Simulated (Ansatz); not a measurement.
Geometry optimisation, DFT PBEsol, scalar-relativistic, plane waves, PAW (Ansatz 0.2.0).

Input file:

```yaml
crystal:
  lattice:
    - [7.398, 0.0, 0.0]
    - [-3.699, 6.406856, 0.0]
    - [0.0, 0.0, 13.0]
  atoms:
    - { symbol: C, position: [0.0, 0.0, 0.0769231] }
    - { symbol: C, position: [0.2222222, 0.1111111, 0.0769231] }
    - { symbol: C, position: [0.0, 0.3333333, 0.0769231] }
    - { symbol: C, position: [0.2222222, 0.4444444, 0.0769231] }
    - { symbol: C, position: [0.0, 0.6666667, 0.0769231] }
    - { symbol: C, position: [0.2222222, 0.7777778, 0.0769231] }
    - { symbol: C, position: [0.3333333, 0.0, 0.0769231] }
    - { symbol: C, position: [0.5555556, 0.1111111, 0.0769231] }
    - { symbol: C, position: [0.3333333, 0.3333333, 0.0769231] }
    - { symbol: C, position: [0.5555556, 0.4444444, 0.0769231] }
    - { symbol: C, position: [0.3333333, 0.6666667, 0.0769231] }
    - { symbol: C, position: [0.5555556, 0.7777778, 0.0769231] }
    - { symbol: C, position: [0.6666667, 0.0, 0.0769231] }
    - { symbol: C, position: [0.8888889, 0.1111111, 0.0769231] }
    - { symbol: C, position: [0.6666667, 0.3333333, 0.0769231] }
    - { symbol: C, position: [0.8888889, 0.4444444, 0.0769231] }
    - { symbol: C, position: [0.6666667, 0.6666667, 0.0769231] }
    - { symbol: C, position: [0.8888889, 0.7777778, 0.0769231] }
    - { symbol: S, position: [0.9408607, 0.1469215, 0.2169231], spin: 1.0 }
    - { symbol: H, position: [1.0303648, 0.285437, 0.2938462] }
magnetization:
  spin_polarized: true
basis:
  ecutwfc: 420.0
kpoints:
  mp_grid: { grid: [2, 2, 1] }
hamiltonian:
  xc: pbesol
scf:
  occupations: { method: gaussian, width: 0.02 }
  lower_state_search: "off"
relax:
  f_tol: 0.03
  max_steps: 60
  adjacent_minimum: "off"
```

Launched with:

```bash
$ ansatz run input.yaml --threads 2 --pin off --max-ram 5120MiB --backend cpu --events-out ev --progress --plain --runs-dir out
```

Question: Where does it end, and by what steps?

Answer: The forces met the threshold. Limits of this set-up: coarse k mesh, slab without dipole correction. After 12 steps the energy has fallen by 2.502 eV; S19 moved furthest, 1.18 Å. Parted: C14–S19.

| step | energy less start (eV) | largest force component (eV/Å) | accepted |
| --- | --- | --- | --- |
| 0 | 0.0000 | 5.540 | yes |
| 1 | -1.1387 | 3.885 | yes |
| 2 | -1.8145 | 2.685 | yes |
| 3 | -2.1938 | 1.430 | yes |
| 4 | -2.3718 | 0.434 | yes |
| 5 | -2.4296 | 0.325 | yes |
| 6 | -2.4724 | 0.425 | yes |
| 7 | -2.4929 | 0.186 | yes |
| 8 | -2.4984 | 0.050 | yes |
| 9 | -2.4931 | 0.225 | no |
| 10 | -2.5009 | 0.045 | yes |
| 11 | -2.5021 | 0.035 | yes |
| 12 | -2.5023 | 0.011 | yes |

```xyz
20
Lattice="7.3980 0.0000 0.0000 -3.6990 6.4069 0.0000 0.0000 0.0000 13.0000" Properties=species:S:1:pos:R:3
C 0.043 0.031 0.943
C 1.272 0.743 0.922
C -1.195 2.169 0.937
C 0.038 2.878 0.925
C -2.428 4.303 0.921
C -1.195 5.016 0.923
C 2.504 0.031 0.918
C 3.736 0.743 0.923
C 1.271 2.167 0.925
C 2.504 2.881 0.925
C 0.039 4.303 0.921
C 1.270 5.014 0.927
C 4.966 0.030 0.945
C 6.203 0.744 0.979
C 3.738 2.167 0.925
C 4.971 2.878 0.926
C 2.504 4.304 0.929
C 3.738 5.015 0.926
S 6.177 0.428 3.861
H 6.118 1.772 4.038
```

The run took 77 s on 2 threads of AMD EPYC 9R45 96-Core Processor (Zen 5), on a shared host, peak memory 1.1 GiB.
